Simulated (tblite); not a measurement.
Record of a relaxation.

Species: C8H5 (doublet state).
Atom-mapped SMILES: `[CH:1]#[C:2][C:3]#[C:4][CH:5]=[C:6][CH:7]=[CH2:8]` (hydrogens: H9 on C1; H10 on C5; H11 on C7; H12, H13 on C8)
Bond orders are those of one Lewis drawing.

Computed with GFN2-xTB (tblite), gas phase: L-BFGS steps from a force-field or distance-geometry start until the largest atomic force falls under 0.01 eV/Å. 14 of its 136 geometries are shown.

Step 0: E = -527.2254 eV, largest atomic force 2.262 eV/Å
```
atom  x, y, z in Å  |  force x, y, z in eV/Å
C1      1.938   -4.450   -1.291   -0.696   1.204   0.238
C2      1.346   -3.401   -1.095   -0.253   0.741   0.306
C3      0.688   -2.175   -0.819    0.451  -1.087  -0.343
C4      0.093   -1.127   -0.604   -0.263  -0.254  -0.194
C5     -0.619    0.087   -0.334    1.768  -1.144   0.314
C6     -0.144    1.029    0.480   -1.931   0.976  -0.660
C7     -0.927    2.248    0.681    1.293  -0.595   0.534
C8     -0.534    3.238    1.483   -1.443   0.606  -0.481
H9      2.438   -5.370   -1.464   -0.241   0.423   0.046
H10    -1.577    0.287   -0.808   -0.010  -0.451  -0.245
H11    -1.877    2.289    0.130    0.345   0.089   0.236
H12     0.370    3.233    2.041    0.350  -0.048   0.168
H13    -1.201    4.112    1.582    0.628  -0.460   0.082
```

Step 10: E = -527.5988 eV, largest atomic force 0.280 eV/Å
```
atom  x, y, z in Å  |  force x, y, z in eV/Å
C1      1.899   -4.390   -1.278    0.129  -0.243  -0.054
C2      1.326   -3.352   -1.071   -0.084   0.092  -0.002
C3      0.677   -2.191   -0.836    0.068  -0.071   0.018
C4      0.110   -1.147   -0.593    0.186   0.026   0.108
C5     -0.566    0.040   -0.340   -0.140  -0.083  -0.112
C6     -0.216    1.049    0.441   -0.236   0.017  -0.128
C7     -0.911    2.248    0.698   -0.042   0.163   0.049
C8     -0.546    3.252    1.492    0.053   0.000   0.012
H9      2.400   -5.295   -1.457   -0.007   0.028   0.004
H10    -1.523    0.086   -0.887    0.022   0.062   0.043
H11    -1.863    2.337    0.163    0.001   0.022   0.017
H12     0.376    3.242    2.047    0.040  -0.039   0.012
H13    -1.167    4.123    1.603    0.010   0.027   0.031
```

Step 21: E = -527.6335 eV, largest atomic force 0.132 eV/Å
```
atom  x, y, z in Å  |  force x, y, z in eV/Å
C1      1.908   -4.412   -1.286   -0.020   0.074   0.027
C2      1.351   -3.366   -1.059    0.016   0.011   0.026
C3      0.709   -2.199   -0.808    0.014   0.039   0.022
C4      0.172   -1.139   -0.551   -0.005   0.010   0.008
C5     -0.586    0.022   -0.361    0.000  -0.018   0.001
C6     -0.318    1.075    0.392    0.007  -0.005   0.000
C7     -0.967    2.292    0.686    0.013  -0.016  -0.008
C8     -0.530    3.253    1.500    0.015   0.005   0.015
H9      2.407   -5.315   -1.473   -0.021   0.013  -0.010
H10    -1.522   -0.003   -0.938   -0.039   0.005  -0.023
H11    -1.926    2.454    0.187   -0.041  -0.051  -0.056
H12     0.400    3.188    2.034    0.090  -0.097   0.001
H13    -1.102    4.149    1.659   -0.031   0.031  -0.002
```

Step 31: E = -527.6426 eV, largest atomic force 0.043 eV/Å
```
atom  x, y, z in Å  |  force x, y, z in eV/Å
C1      1.915   -4.388   -1.271   -0.001   0.012   0.006
C2      1.378   -3.337   -1.021    0.019  -0.005   0.003
C3      0.740   -2.170   -0.770    0.006  -0.014   0.003
C4      0.171   -1.123   -0.536   -0.020  -0.020  -0.027
C5     -0.612    0.022   -0.374   -0.010  -0.006  -0.008
C6     -0.355    1.080    0.372    0.008  -0.002   0.006
C7     -0.994    2.299    0.669   -0.001   0.004   0.000
C8     -0.516    3.230    1.495    0.020  -0.003   0.013
H9      2.385   -5.300   -1.485    0.008   0.014   0.013
H10    -1.541   -0.024   -0.960   -0.039   0.003  -0.019
H11    -1.954    2.470    0.173   -0.009   0.014  -0.002
H12     0.425    3.095    1.999    0.026   0.009   0.023
H13    -1.046    4.145    1.691   -0.006  -0.005  -0.010
```

Step 42: E = -527.6463 eV, largest atomic force 0.061 eV/Å
```
atom  x, y, z in Å  |  force x, y, z in eV/Å
C1      1.933   -4.369   -1.252    0.024  -0.020   0.001
C2      1.397   -3.318   -0.998   -0.020   0.006  -0.017
C3      0.743   -2.157   -0.758   -0.012  -0.031  -0.018
C4      0.129   -1.128   -0.563    0.028  -0.041  -0.006
C5     -0.658    0.015   -0.402    0.010   0.015   0.015
C6     -0.382    1.065    0.348    0.025   0.018   0.023
C7     -0.986    2.295    0.669   -0.031   0.038   0.002
C8     -0.490    3.212    1.501    0.012  -0.014  -0.001
H9      2.406   -5.280   -1.467   -0.003   0.053   0.030
H10    -1.589   -0.029   -0.984   -0.040   0.014  -0.008
H11    -1.944    2.497    0.182   -0.014   0.000  -0.016
H12     0.451    3.067    2.007   -0.012  -0.007  -0.007
H13    -1.013    4.133    1.698    0.032  -0.031   0.002
```

Step 52: E = -527.6582 eV, largest atomic force 0.065 eV/Å
```
atom  x, y, z in Å  |  force x, y, z in eV/Å
C1      2.044   -4.258   -1.139   -0.054   0.004  -0.026
C2      1.372   -3.264   -1.000    0.004  -0.050   0.031
C3      0.621   -2.153   -0.817    0.057   0.003  -0.032
C4     -0.031   -1.141   -0.660    0.008   0.005   0.010
C5     -0.818    0.001   -0.477    0.009   0.018  -0.003
C6     -0.481    1.039    0.265    0.012  -0.011   0.015
C7     -0.981    2.295    0.649    0.002   0.006  -0.048
C8     -0.386    3.115    1.517    0.004  -0.014   0.005
H9      2.605   -5.132   -1.281    0.008   0.046   0.011
H10    -1.775   -0.032   -1.016   -0.039  -0.011   0.036
H11    -1.913    2.610    0.171    0.003   0.032  -0.013
H12     0.540    2.846    1.995    0.015  -0.016   0.022
H13    -0.801    4.074    1.774   -0.028  -0.011  -0.008
```

Step 62: E = -527.6837 eV, largest atomic force 0.324 eV/Å
```
atom  x, y, z in Å  |  force x, y, z in eV/Å
C1      2.122   -4.071   -1.006    0.097   0.196   0.132
C2      1.363   -3.134   -0.925    0.114  -0.096  -0.133
C3      0.508   -2.082   -0.886   -0.059  -0.008   0.059
C4     -0.235   -1.126   -0.799    0.158  -0.087  -0.106
C5     -1.087   -0.031   -0.589    0.039   0.030   0.038
C6     -0.692    1.048    0.050   -0.082  -0.004   0.110
C7     -0.955    2.308    0.580    0.087   0.010  -0.312
C8     -0.222    2.906    1.532   -0.078  -0.054   0.054
H9      2.881   -4.801   -0.982   -0.232   0.014  -0.069
H10    -2.111   -0.179   -0.954   -0.046  -0.016   0.206
H11    -1.760    2.858    0.081    0.121   0.114   0.040
H12     0.623    2.411    1.977   -0.016  -0.086   0.048
H13    -0.440    3.892    1.904   -0.103  -0.014  -0.067
```

Step 73: E = -527.9981 eV, largest atomic force 0.421 eV/Å
```
atom  x, y, z in Å  |  force x, y, z in eV/Å
C1      2.176   -3.944   -0.944   -0.080  -0.033  -0.088
C2      1.389   -3.031   -0.956    0.068   0.039  -0.114
C3      0.534   -1.983   -0.904    0.199  -0.196  -0.074
C4     -0.203   -1.022   -0.905   -0.180   0.162   0.248
C5     -1.139   -0.062   -0.477   -0.024   0.319   0.100
C6     -0.903    1.194   -0.200   -0.094  -0.392  -0.121
C7     -0.875    2.433    0.322   -0.116   0.063   0.267
C8     -0.292    2.720    1.537    0.141   0.085  -0.265
H9      2.812   -4.774   -0.995    0.076  -0.033   0.050
H10    -2.126   -0.492   -0.268    0.068   0.085  -0.032
H11    -1.365    3.246   -0.205    0.074  -0.086  -0.134
H12     0.363    2.018    2.018   -0.169  -0.107   0.130
H13    -0.376    3.700    1.961    0.036   0.095   0.034
```

Step 83: E = -528.0777 eV, largest atomic force 0.268 eV/Å
```
atom  x, y, z in Å  |  force x, y, z in eV/Å
C1      2.106   -4.045   -1.079    0.050   0.005  -0.027
C2      1.447   -3.037   -1.060   -0.066   0.044  -0.042
C3      0.628   -1.965   -0.947   -0.012  -0.021   0.072
C4     -0.123   -1.036   -0.744   -0.061   0.004   0.027
C5     -1.057   -0.074   -0.318    0.241   0.092  -0.074
C6     -0.844    1.206   -0.188   -0.056  -0.079   0.075
C7     -0.846    2.475    0.262   -0.097  -0.160   0.008
C8     -0.365    2.795    1.506   -0.026   0.056   0.215
H9      2.707   -4.899   -1.101    0.085  -0.095  -0.038
H10    -2.014   -0.500   -0.030   -0.182  -0.045  -0.012
H11    -1.245    3.257   -0.367    0.051   0.078  -0.141
H12     0.064    2.039    2.141   -0.020   0.025  -0.018
H13    -0.463    3.784    1.907    0.093   0.096  -0.045
```

Step 93: E = -528.1375 eV, largest atomic force 0.212 eV/Å
```
atom  x, y, z in Å  |  force x, y, z in eV/Å
C1      2.087   -4.122   -1.215   -0.019   0.029   0.011
C2      1.453   -3.100   -1.122    0.075  -0.140   0.049
C3      0.675   -2.013   -0.909   -0.020  -0.039  -0.005
C4     -0.065   -1.091   -0.647    0.002  -0.009   0.030
C5     -0.999   -0.121   -0.247   -0.005   0.084  -0.022
C6     -0.758    1.134    0.000   -0.105   0.079   0.041
C7     -0.804    2.440    0.330    0.126  -0.132  -0.107
C8     -0.475    2.949    1.562   -0.005   0.071  -0.005
H9      2.636   -5.012   -1.286    0.032   0.046  -0.075
H10    -2.009   -0.516   -0.122   -0.044  -0.019   0.019
H11    -1.062    3.130   -0.471    0.002  -0.006   0.077
H12    -0.133    2.318    2.365   -0.090   0.020  -0.068
H13    -0.552    4.004    1.744    0.049   0.016   0.057
```

Step 104: E = -528.1801 eV, largest atomic force 0.290 eV/Å
```
atom  x, y, z in Å  |  force x, y, z in eV/Å
C1      2.162   -3.982   -1.185    0.130   0.004  -0.004
C2      1.424   -3.040   -1.028    0.019  -0.088  -0.021
C3      0.544   -2.026   -0.821    0.070  -0.103  -0.016
C4     -0.248   -1.134   -0.614    0.006   0.024   0.056
C5     -1.202   -0.148   -0.288    0.018  -0.090   0.072
C6     -0.921    1.081    0.034   -0.009   0.188  -0.033
C7     -0.700    2.379    0.313    0.001  -0.023   0.005
C8     -0.404    2.890    1.556    0.053  -0.134   0.070
H9      2.859   -4.764   -1.316   -0.218   0.191   0.014
H10    -2.229   -0.515   -0.258   -0.036   0.024  -0.028
H11    -0.759    3.070   -0.527    0.045  -0.067   0.065
H12    -0.328    2.252    2.425   -0.027   0.081  -0.169
H13    -0.201    3.937    1.690   -0.052  -0.008  -0.012
```

Step 114: E = -528.1955 eV, largest atomic force 0.091 eV/Å
```
atom  x, y, z in Å  |  force x, y, z in eV/Å
C1      2.215   -3.848   -1.169    0.058  -0.064  -0.029
C2      1.398   -2.985   -0.970   -0.015   0.010  -0.009
C3      0.478   -2.019   -0.742   -0.022   0.034   0.024
C4     -0.350   -1.160   -0.531   -0.018   0.011   0.002
C5     -1.314   -0.165   -0.273   -0.019   0.013   0.012
C6     -1.004    1.067    0.012   -0.003  -0.004  -0.003
C7     -0.628    2.328    0.281    0.014   0.028   0.014
C8     -0.353    2.825    1.534   -0.034  -0.049  -0.021
H9      2.926   -4.596   -1.350    0.011  -0.009   0.007
H10    -2.350   -0.497   -0.319   -0.003   0.003   0.006
H11    -0.545    3.000   -0.569    0.023  -0.013   0.011
H12    -0.436    2.209    2.411    0.010  -0.033  -0.011
H13    -0.040    3.841    1.667   -0.002   0.072  -0.003
```

Step 125: E = -528.1969 eV, largest atomic force 0.025 eV/Å
```
atom  x, y, z in Å  |  force x, y, z in eV/Å
C1      2.206   -3.869   -1.192   -0.005   0.011   0.005
C2      1.403   -2.995   -0.980    0.006  -0.015  -0.004
C3      0.492   -2.020   -0.739    0.004  -0.018   0.004
C4     -0.337   -1.166   -0.517   -0.014   0.018   0.010
C5     -1.296   -0.166   -0.254    0.000   0.004  -0.008
C6     -0.982    1.069    0.015    0.004   0.007  -0.006
C7     -0.621    2.336    0.279    0.005  -0.010   0.000
C8     -0.375    2.842    1.533   -0.001   0.000  -0.007
H9      2.908   -4.626   -1.372    0.002   0.001  -0.006
H10    -2.334   -0.494   -0.293    0.004  -0.001   0.000
H11    -0.526    3.001   -0.575   -0.005   0.000  -0.001
H12    -0.457    2.222    2.407    0.001  -0.005   0.010
H13    -0.087    3.867    1.668   -0.003   0.007   0.002
```

Step 135: E = -528.1972 eV, largest atomic force 0.008 eV/Å
```
atom  x, y, z in Å  |  force x, y, z in eV/Å
C1      2.202   -3.883   -1.203   -0.001   0.003   0.000
C2      1.399   -3.012   -0.979    0.001  -0.002   0.000
C3      0.493   -2.036   -0.728    0.000  -0.002  -0.002
C4     -0.326   -1.171   -0.507   -0.002   0.007   0.004
C5     -1.279   -0.165   -0.249    0.001   0.000   0.001
C6     -0.962    1.070    0.017    0.000   0.001  -0.002
C7     -0.619    2.342    0.279   -0.001  -0.001  -0.003
C8     -0.387    2.854    1.534   -0.001   0.004  -0.002
H9      2.902   -4.638   -1.397    0.004  -0.005  -0.001
H10    -2.318   -0.488   -0.287   -0.003  -0.002  -0.001
H11    -0.528    3.007   -0.575    0.000   0.000  -0.001
H12    -0.466    2.236    2.409    0.002  -0.003   0.005
H13    -0.117    3.885    1.668    0.000  -0.001   0.001
```

Question: Summarise the path.

Answer: The energy falls by 22.41 kcal/mol from step 0 to step 135; nine tenths of that is first reached at step 87. It rises by more than 0.2 meV at step 63. The largest force goes from 2.262 to 0.008 eV/Å. Among the bonds C6–C7 changes most, from 1.462 to 1.343 Å; the atoms move by 0.901 Å rms after alignment.

Question: Follow the three bonds and two angles with the largest change from start to end.

Answer: 
```tsv
step	E above end (kcal/mol)	largest force (eV/Å)	C6–C7 (Å)	C2–C3 (Å)	C7=C8 (Å)	C5–C6–C7 (°)	C4–C5–H10 (°)
0	22.41	2.262	1.462	1.420	1.334	118.8	120.8
6	14.66	0.618	1.417	1.346	1.335	128.1	116.8
12	13.53	0.243	1.408	1.353	1.330	130.8	111.3
18	13.11	0.136	1.412	1.352	1.335	133.9	112.8
23	12.95	0.108	1.410	1.356	1.333	136.2	111.3
29	12.80	0.049	1.409	1.353	1.333	136.0	112.3
35	12.76	0.065	1.407	1.353	1.334	136.6	112.4
41	12.71	0.040	1.407	1.354	1.334	137.2	112.6
47	12.59	0.095	1.408	1.354	1.334	137.9	113.3
53	12.42	0.108	1.404	1.354	1.335	140.1	113.7
59	12.31	0.100	1.403	1.353	1.335	141.6	114.4
65	11.66	0.426	1.388	1.354	1.346	151.9	114.4
70	6.55	1.579	1.344	1.350	1.382	164.0	115.3
76	3.93	0.270	1.348	1.355	1.370	165.4	112.7
82	2.91	0.264	1.346	1.354	1.375	163.1	113.1
88	1.98	0.256	1.347	1.360	1.380	165.3	112.9
94	1.27	0.258	1.347	1.355	1.374	168.1	113.3
100	0.80	0.237	1.346	1.356	1.378	174.6	113.6
106	0.27	0.195	1.345	1.356	1.375	178.6	114.5
112	0.06	0.093	1.342	1.356	1.375	177.9	115.5
117	0.02	0.039	1.343	1.355	1.375	177.4	115.3
123	0.01	0.017	1.343	1.355	1.375	178.1	115.3
129	0.00	0.013	1.343	1.356	1.375	178.9	115.3
135	0.00	0.008	1.343	1.355	1.375	179.2	115.3
```

What follows is the cost of the whole relaxation. Time: 2.1 s. Hardware: one thread, Intel Xeon at 2.50 GHz (x86_64), no GPU (shared host).
